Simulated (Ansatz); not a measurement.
Relaxation of Ge₂₄PH₃₄ with UKS PBE-D4/def2-SVP.

```sh
$ ansatz run in.yaml --threads 11 --pin off --events-out ev --progress --plain --max-ram 174080MiB --backend cuda --devices 0, --max-vram 75GiB
```

```yaml
crystal:
  periodic: [false, false, false]
  atoms:
    - {symbol: Ge, position_ang: [-2.104600, -2.097400, -0.714300]}
    - {symbol: Ge, position_ang: [-2.129300, -2.096200, 4.945500]}
    - {symbol: Ge, position_ang: [-2.117800, 0.728000, -3.542800]}
    - {symbol: Ge, position_ang: [-2.105400, 0.719700, 2.118000]}
    - {symbol: Ge, position_ang: [0.708200, -2.112200, -3.555500]}
    - {symbol: Ge, position_ang: [0.728200, -2.109200, 2.105400]}
    - {symbol: Ge, position_ang: [0.707500, 0.715400, -6.377100]}
    - {symbol: Ge, position_ang: [0.715100, 3.567600, -3.533100]}
    - {symbol: Ge, position_ang: [3.507600, 0.690900, -3.550900]}
    - {symbol: Ge, position_ang: [0.712900, 3.551400, 2.113000]}
    - {symbol: Ge, position_ang: [3.580000, 0.702600, 2.104100]}
    - {symbol: Ge, position_ang: [0.749900, 0.728900, 4.948700]}
    - {symbol: Ge, position_ang: [-3.532000, -0.720000, -2.131200]}
    - {symbol: Ge, position_ang: [-0.693600, -3.542700, -2.144000]}
    - {symbol: Ge, position_ang: [-0.696300, -0.709400, -4.964200]}
    - {symbol: Ge, position_ang: [-3.522800, -0.694700, 3.516700]}
    - {symbol: Ge, position_ang: [-0.686400, -3.510900, 3.529100]}
    - {symbol: P, position_ang: [-0.707500, -0.684300, 0.687700]}
    - {symbol: Ge, position_ang: [-0.682100, -0.711300, 6.367000]}
    - {symbol: Ge, position_ang: [-0.695600, 2.115000, -2.138400]}
    - {symbol: Ge, position_ang: [-0.694500, 2.137800, 3.509500]}
    - {symbol: Ge, position_ang: [2.117100, -0.692300, -2.140700]}
    - {symbol: Ge, position_ang: [2.137300, -0.683900, 3.499500]}
    - {symbol: Ge, position_ang: [2.137600, 2.152100, -4.967200]}
    - {symbol: Ge, position_ang: [2.121600, 2.145000, 0.699100]}
    - {symbol: H, position_ang: [-2.973900, -2.992500, 0.136100]}
    - {symbol: H, position_ang: [-2.989000, -2.994000, 5.828000]}
    - {symbol: H, position_ang: [-2.984400, 1.572300, -4.443700]}
    - {symbol: H, position_ang: [-2.974100, 1.607000, 1.222600]}
    - {symbol: H, position_ang: [1.596800, -2.980700, -4.418800]}
    - {symbol: H, position_ang: [1.610000, -2.983500, 1.230800]}
    - {symbol: H, position_ang: [-0.162200, 1.612600, -7.288600]}
    - {symbol: H, position_ang: [1.594700, -0.157800, -7.276200]}
    - {symbol: H, position_ang: [-0.153300, 4.416000, -4.412900]}
    - {symbol: H, position_ang: [1.594900, 4.435800, -2.652400]}
    - {symbol: H, position_ang: [4.431600, -0.171500, -4.448500]}
    - {symbol: H, position_ang: [4.452100, 1.595100, -2.681000]}
    - {symbol: H, position_ang: [-0.156200, 4.422900, 1.245000]}
    - {symbol: H, position_ang: [1.597300, 4.426000, 2.976600]}
    - {symbol: H, position_ang: [4.432900, -0.173800, 1.242200]}
    - {symbol: H, position_ang: [4.448700, 1.573900, 2.950300]}
    - {symbol: H, position_ang: [1.606100, 1.635000, 5.801300]}
    - {symbol: H, position_ang: [-4.420600, -1.564000, -3.023900]}
    - {symbol: H, position_ang: [-4.409400, 0.177100, -1.248200]}
    - {symbol: H, position_ang: [-1.578900, -4.397700, -3.014000]}
    - {symbol: H, position_ang: [0.169600, -4.406600, -1.270400]}
    - {symbol: H, position_ang: [-1.572700, -1.589700, -5.856700]}
    - {symbol: H, position_ang: [-4.380000, -1.573600, 2.645900]}
    - {symbol: H, position_ang: [-4.394200, 0.176000, 4.398400]}
    - {symbol: H, position_ang: [-1.566500, -4.397600, 2.629300]}
    - {symbol: H, position_ang: [0.194800, -4.410700, 4.386000]}
    - {symbol: H, position_ang: [-1.586300, 0.176500, 7.255200]}
    - {symbol: H, position_ang: [0.164700, -1.570400, 7.198800]}
    - {symbol: H, position_ang: [-1.572900, 3.024800, -1.259700]}
    - {symbol: H, position_ang: [-1.582300, 3.014800, 4.412300]}
    - {symbol: H, position_ang: [3.021300, -1.543200, -1.253000]}
    - {symbol: H, position_ang: [3.002400, -1.574700, 4.400700]}
    - {symbol: H, position_ang: [3.012900, 3.010900, -5.837700]}
    - {symbol: H, position_ang: [2.986200, 3.023800, -0.190900]}
basis:
  gaussian: {orbitals: def2-SVP, fitting: {mean_field: def2-universal-jkfit}}
magnetization: {spin_polarized: true, initial_magnetization: 1}
hamiltonian: {xc: pbe, dispersion: d4}
scf: {lower_state_search: "off"}
output: {orbitals: {seedname: orbitals}}
relax: {f_tol: 0.03, max_steps: 70}
```

It took 2.2 min on 11 threads of AMD EPYC 7R13 on a shared host and a whole NVIDIA H100 80GB HBM3, peak host memory 2 GiB.

Positions (Å) and forces (eV/Å) at steps 1, 2, 3, 4 of 12:

```xyz
59
step=1 energy=-1365910.3214 eV
Ge   -2.105   -2.097   -0.714    0.783    0.430    0.136
Ge   -2.129   -2.096    4.946    0.648    0.257   -0.443
Ge   -2.118    0.728   -3.543    0.503   -1.013    0.517
Ge   -2.105    0.720    2.118    0.463   -1.097    0.035
Ge    0.708   -2.112   -3.555   -0.563    0.389    0.665
Ge    0.728   -2.109    2.105   -1.331    0.698    0.201
Ge    0.708    0.715   -6.377    0.058    0.267    0.409
Ge    0.715    3.568   -3.533    0.342   -1.230    0.134
Ge    3.508    0.691   -3.551    0.195    0.540    0.001
Ge    0.713    3.551    2.113   -0.117   -0.896   -0.078
Ge    3.580    0.703    2.104   -1.474   -0.020   -0.334
Ge    0.750    0.729    4.949   -0.878   -0.579   -0.561
Ge   -3.532   -0.720   -2.131    0.738    0.622    0.080
Ge   -0.694   -3.543   -2.144    0.056    1.315    0.075
Ge   -0.696   -0.709   -4.964    0.171    0.546    0.289
Ge   -3.523   -0.695    3.517    0.861    0.133    0.143
Ge   -0.686   -3.511    3.529   -0.263    0.559   -0.100
P    -0.708   -0.684    0.688    0.395    0.181   -0.272
Ge   -0.682   -0.711    6.367   -0.862    1.008   -1.281
Ge   -0.696    2.115   -2.138    0.693   -0.039    0.157
Ge   -0.695    2.138    3.510    0.552   -0.337    0.023
Ge    2.117   -0.692   -2.141   -0.483    0.545    0.119
Ge    2.137   -0.684    3.499   -0.212    0.479   -0.169
Ge    2.138    2.152   -4.967   -0.754   -0.654    0.649
Ge    2.122    2.145    0.699   -0.387   -0.842   -0.019
H    -2.974   -2.993    0.136   -0.568   -0.558    0.519
H    -2.989   -2.994    5.828   -0.354   -0.335    0.342
H    -2.984    1.572   -4.444   -0.535    0.560   -0.533
H    -2.974    1.607    1.223   -0.183    0.189   -0.433
H     1.597   -2.981   -4.419    0.517   -0.477   -0.501
H     1.610   -2.983    1.231    0.313   -0.277   -0.576
H    -0.162    1.613   -7.289   -0.143    0.065   -0.116
H     1.595   -0.158   -7.276    0.203   -0.211   -0.230
H    -0.153    4.416   -4.413   -0.580    0.680   -0.589
H     1.595    4.436   -2.652    0.338    0.422    0.357
H     4.432   -0.172   -4.449    0.109   -0.131   -0.130
H     4.452    1.595   -2.681   -0.100   -0.113   -0.048
H    -0.156    4.423    1.245   -0.466    0.537   -0.490
H     1.597    4.426    2.977    0.455    0.447    0.437
H     4.433   -0.174    1.242    0.614   -0.575   -0.614
H     4.449    1.574    2.950    0.678    0.686    0.657
H     1.606    1.635    5.801    0.520    0.484    0.467
H    -4.421   -1.564   -3.024   -0.387   -0.469   -0.311
H    -4.409    0.177   -1.248   -0.273    0.171    0.219
H    -1.579   -4.398   -3.014   -0.547   -0.500   -0.410
H     0.170   -4.407   -1.270    0.514   -0.601    0.532
H    -1.573   -1.590   -5.857   -0.323   -0.317   -0.268
H    -4.380   -1.574    2.646   -0.536   -0.481   -0.496
H    -4.394    0.176    4.398   -0.504    0.385    0.411
H    -1.567   -4.398    2.629   -0.154   -0.189   -0.163
H     0.195   -4.411    4.386    0.301   -0.384    0.366
H    -1.586    0.176    7.255   -0.030    0.090    0.143
H     0.165   -1.570    7.199    0.964   -0.986    1.032
H    -1.573    3.025   -1.260   -0.354    0.270    0.315
H    -1.582    3.015    4.412   -0.262    0.154    0.162
H     3.021   -1.543   -1.253    0.391   -0.466    0.417
H     3.002   -1.575    4.401    0.223   -0.337    0.227
H     3.013    3.011   -5.838    0.574    0.539   -0.572
H     2.986    3.024   -0.191    0.452    0.465   -0.494
59
step=2 energy=-1365911.4051 eV
Ge   -2.077   -2.082   -0.629    0.238    0.252   -0.097
Ge   -2.100   -2.100    4.931   -0.070   -0.031    0.032
Ge   -2.065    0.712   -3.489    0.159   -0.248    0.173
Ge   -2.046    0.598    2.077    0.170   -0.016   -0.196
Ge    0.714   -2.067   -3.496   -0.242    0.173    0.158
Ge    0.599   -2.042    2.080   -0.032    0.227   -0.193
Ge    0.720    0.732   -6.373   -0.030    0.007    0.067
Ge    0.729    3.539   -3.524    0.077   -0.198    0.129
Ge    3.527    0.725   -3.534    0.099    0.069    0.058
Ge    0.707    3.508    2.045   -0.134   -0.303   -0.101
Ge    3.525    0.706    2.036   -0.412   -0.165   -0.152
Ge    0.707    0.709    4.932    0.031   -0.026   -0.091
Ge   -3.492   -0.683   -2.083    0.150    0.009    0.142
Ge   -0.682   -3.490   -2.091   -0.047    0.280    0.098
Ge   -0.684   -0.681   -4.951    0.091    0.049    0.107
Ge   -3.523   -0.705    3.525    0.271   -0.148   -0.061
Ge   -0.706   -3.520    3.524   -0.172    0.125   -0.136
P    -0.594   -0.591    0.555   -0.270   -0.296    0.386
Ge   -0.694   -0.699    6.354   -0.237    0.236   -0.301
Ge   -0.628    2.118   -2.050    0.284    0.060    0.194
Ge   -0.672    2.089    3.475   -0.035   -0.057   -0.089
Ge    2.112   -0.623   -2.056    0.028    0.319    0.207
Ge    2.099   -0.664    3.469   -0.134   -0.013   -0.054
Ge    2.127    2.137   -4.951   -0.081   -0.102    0.130
Ge    2.075    2.071    0.567   -0.209   -0.204   -0.458
H    -2.999   -3.014    0.198   -0.062   -0.058    0.285
H    -2.992   -2.999    5.831   -0.078   -0.072    0.106
H    -2.963    1.580   -4.412   -0.081    0.235   -0.023
H    -2.910    1.517    1.160   -0.018   -0.004   -0.115
H     1.608   -2.960   -4.401    0.204   -0.066   -0.022
H     1.517   -2.905    1.165    0.017   -0.044   -0.146
H    -0.177    1.609   -7.294   -0.014    0.022   -0.005
H     1.604   -0.160   -7.287    0.042   -0.039   -0.035
H    -0.155    4.438   -4.416   -0.176    0.160   -0.119
H     1.608    4.451   -2.636    0.134    0.131    0.051
H     4.435   -0.163   -4.444   -0.011   -0.038    0.027
H     4.466    1.606   -2.656    0.005    0.029   -0.038
H    -0.176    4.439    1.191   -0.147    0.134   -0.121
H     1.600    4.401    2.948    0.192    0.033    0.009
H     4.437   -0.190    1.181    0.170   -0.176   -0.152
H     4.425    1.588    2.928    0.107    0.260    0.080
H     1.610    1.626    5.797    0.110    0.104    0.119
H    -4.392   -1.581   -2.972   -0.042   -0.122   -0.026
H    -4.425    0.194   -1.209   -0.057    0.074    0.045
H    -1.598   -4.376   -2.970   -0.140   -0.085   -0.068
H     0.191   -4.421   -1.228    0.157   -0.165    0.133
H    -1.580   -1.588   -5.842   -0.074   -0.062   -0.004
H    -4.411   -1.592    2.630   -0.184   -0.159   -0.096
H    -4.433    0.177    4.413   -0.058    0.152    0.020
H    -1.584   -4.421    2.617   -0.078   -0.071    0.003
H     0.184   -4.435    4.406    0.122   -0.020    0.002
H    -1.579    0.192    7.270   -0.017    0.012    0.022
H     0.182   -1.588    7.235    0.276   -0.260    0.293
H    -1.580    3.028   -1.203   -0.069    0.066    0.094
H    -1.590    2.974    4.377   -0.092   -0.009   -0.057
H     3.026   -1.556   -1.201    0.097   -0.117    0.132
H     2.972   -1.590    4.370    0.014   -0.097   -0.041
H     3.027    3.015   -5.850    0.136    0.156   -0.132
H     2.986    3.015   -0.274    0.118    0.096   -0.172
59
step=3 energy=-1365911.9037 eV
Ge   -2.077   -2.081   -0.581    0.014    0.076    0.059
Ge   -2.118   -2.122    4.942   -0.083   -0.020    0.059
Ge   -2.022    0.714   -3.415    0.054    0.042    0.031
Ge   -2.054    0.576    2.043    0.066    0.022   -0.097
Ge    0.721   -2.020   -3.415   -0.038    0.079    0.015
Ge    0.577   -2.046    2.046    0.051    0.043   -0.107
Ge    0.728    0.738   -6.346   -0.015   -0.031   -0.016
Ge    0.751    3.548   -3.494   -0.027    0.145    0.050
Ge    3.548    0.751   -3.503    0.054   -0.065    0.021
Ge    0.688    3.446    1.947   -0.076    0.007   -0.120
Ge    3.457    0.687    1.938    0.029   -0.104   -0.095
Ge    0.711    0.716    4.913    0.109    0.033    0.009
Ge   -3.476   -0.676   -2.039   -0.080   -0.097    0.110
Ge   -0.680   -3.472   -2.043   -0.028   -0.112    0.084
Ge   -0.669   -0.667   -4.906    0.034   -0.036    0.007
Ge   -3.517   -0.743    3.497   -0.074   -0.043   -0.045
Ge   -0.741   -3.513    3.495   -0.002   -0.097   -0.048
P    -0.598   -0.599    0.561   -0.205   -0.167    0.180
Ge   -0.694   -0.697    6.331   -0.003   -0.037    0.043
Ge   -0.563    2.138   -1.967    0.189    0.039    0.246
Ge   -0.677    2.067    3.436   -0.115    0.008   -0.072
Ge    2.135   -0.556   -1.966    0.092    0.247    0.261
Ge    2.074   -0.670    3.433   -0.034   -0.085   -0.032
Ge    2.138    2.145   -4.929    0.079    0.046   -0.035
Ge    2.022    2.015    0.389   -0.230   -0.195   -0.568
H    -2.986   -2.998    0.305    0.077    0.080    0.085
H    -3.013   -3.016    5.862    0.023    0.020   -0.011
H    -2.921    1.629   -4.326    0.096    0.071    0.167
H    -2.911    1.498    1.110    0.033   -0.084   -0.015
H     1.647   -2.916   -4.318    0.068    0.094    0.163
H     1.497   -2.905    1.110   -0.091    0.038   -0.006
H    -0.174    1.611   -7.273    0.015   -0.003    0.044
H     1.607   -0.161   -7.271   -0.012    0.016    0.044
H    -0.161    4.451   -4.391    0.002   -0.039    0.069
H     1.648    4.486   -2.631    0.033    0.022   -0.052
H     4.433   -0.166   -4.413   -0.034    0.002    0.079
H     4.493    1.642   -2.650    0.064    0.065   -0.021
H    -0.209    4.426    1.134   -0.018   -0.029    0.010
H     1.624    4.330    2.850    0.063   -0.133   -0.176
H     4.424   -0.223    1.122   -0.027   -0.016    0.013
H     4.354    1.614    2.835   -0.129    0.069   -0.168
H     1.622    1.633    5.798   -0.038   -0.038   -0.049
H    -4.371   -1.602   -2.928    0.078    0.039    0.052
H    -4.431    0.211   -1.185    0.020   -0.004   -0.004
H    -1.612   -4.360   -2.931    0.039    0.073    0.039
H     0.210   -4.435   -1.199   -0.018    0.025   -0.004
H    -1.580   -1.584   -5.791    0.023    0.025    0.108
H    -4.444   -1.635    2.619   -0.018   -0.015    0.042
H    -4.415    0.191    4.370    0.040    0.005   -0.090
H    -1.626   -4.441    2.614   -0.029   -0.023    0.035
H     0.196   -4.411    4.366    0.002    0.042   -0.089
H    -1.576    0.192    7.258    0.001   -0.004   -0.016
H     0.199   -1.592    7.244   -0.005    0.020   -0.019
H    -1.562    3.045   -1.150    0.056   -0.004    0.029
H    -1.623    2.952    4.320    0.012   -0.021   -0.114
H     3.044   -1.544   -1.139   -0.009    0.050    0.029
H     2.954   -1.620    4.317   -0.020    0.019   -0.114
H     3.038    3.035   -5.847   -0.019   -0.004    0.039
H     2.977    2.995   -0.393   -0.037   -0.057   -0.041
59
step=4 energy=-1365912.2864 eV
Ge   -2.079   -2.081   -0.559   -0.093   -0.072    0.112
Ge   -2.124   -2.126    4.936   -0.057   -0.043    0.088
Ge   -1.982    0.724   -3.357    0.024    0.056    0.022
Ge   -2.061    0.564    2.035   -0.056    0.021   -0.021
Ge    0.729   -1.975   -3.353    0.008    0.040    0.030
Ge    0.565   -2.054    2.036    0.043   -0.090   -0.031
Ge    0.732    0.741   -6.330    0.014   -0.010    0.000
Ge    0.760    3.560   -3.474    0.021    0.157    0.016
Ge    3.560    0.761   -3.483    0.029    0.003    0.016
Ge    0.681    3.399    1.869   -0.114    0.034   -0.083
Ge    3.411    0.678    1.863    0.071   -0.106   -0.058
Ge    0.710    0.712    4.892    0.058    0.047    0.030
Ge   -3.469   -0.676   -2.013   -0.078   -0.030    0.054
Ge   -0.677   -3.466   -2.017    0.016   -0.123    0.064
Ge   -0.657   -0.656   -4.875    0.005   -0.011    0.006
Ge   -3.528   -0.755    3.486   -0.114   -0.008   -0.040
Ge   -0.751   -3.526    3.484    0.024   -0.074   -0.017
P    -0.618   -0.617    0.582   -0.055   -0.021    0.030
Ge   -0.695   -0.697    6.324    0.071   -0.082    0.055
Ge   -0.495    2.140   -1.898    0.089    0.070    0.175
Ge   -0.681    2.061    3.405   -0.043    0.004   -0.026
Ge    2.138   -0.480   -1.892    0.108    0.126    0.204
Ge    2.065   -0.674    3.403    0.011   -0.038   -0.010
Ge    2.146    2.152   -4.914    0.077    0.065   -0.058
Ge    1.936    1.927    0.238   -0.107   -0.129   -0.505
H    -2.975   -2.985    0.358    0.085    0.090    0.024
H    -3.013   -3.016    5.865    0.024    0.024   -0.026
H    -2.879    1.669   -4.250    0.154    0.045    0.223
H    -2.914    1.477    1.090    0.027   -0.081   -0.019
H     1.682   -2.869   -4.239    0.055    0.155    0.220
H     1.476   -2.909    1.090   -0.091    0.040   -0.006
H    -0.171    1.613   -7.256    0.014   -0.010    0.048
H     1.609   -0.161   -7.256   -0.020    0.022    0.054
H    -0.173    4.451   -4.370    0.028   -0.091    0.125
H     1.673    4.511   -2.639    0.004    0.014   -0.071
H     4.431   -0.176   -4.386   -0.050   -0.014    0.095
H     4.517    1.665   -2.658    0.077    0.061   -0.023
H    -0.230    4.416    1.108    0.027   -0.078    0.008
H     1.655    4.264    2.760    0.046   -0.206   -0.256
H     4.416   -0.245    1.098   -0.086    0.035    0.023
H     4.291    1.646    2.749   -0.218    0.026   -0.259
H     1.619    1.629    5.783   -0.049   -0.052   -0.085
H    -4.353   -1.600   -2.917    0.094    0.066    0.055
H    -4.433    0.217   -1.172    0.027   -0.027   -0.002
H    -1.607   -4.343   -2.923    0.077    0.101    0.054
H     0.215   -4.440   -1.183   -0.059    0.061   -0.026
H    -1.577   -1.581   -5.747    0.039    0.036    0.135
H    -4.467   -1.654    2.623    0.018    0.020    0.060
H    -4.417    0.205    4.345    0.056   -0.046   -0.090
H    -1.646   -4.462    2.620   -0.013   -0.015    0.031
H     0.210   -4.413    4.341   -0.039    0.048   -0.083
H    -1.576    0.192    7.253    0.007   -0.006   -0.027
H     0.205   -1.592    7.244   -0.076    0.080   -0.094
H    -1.527    3.048   -1.117    0.108   -0.031    0.056
H    -1.628    2.956    4.276    0.025   -0.012   -0.110
H     3.046   -1.510   -1.105   -0.046    0.123    0.045
H     2.958   -1.624    4.275   -0.019    0.029   -0.111
H     3.042    3.045   -5.838   -0.043   -0.035    0.068
H     2.940    2.949   -0.445   -0.140   -0.155   -0.087
```

Single mean-field runs in def2-SVP are fitted with def2-universal-jkfit.
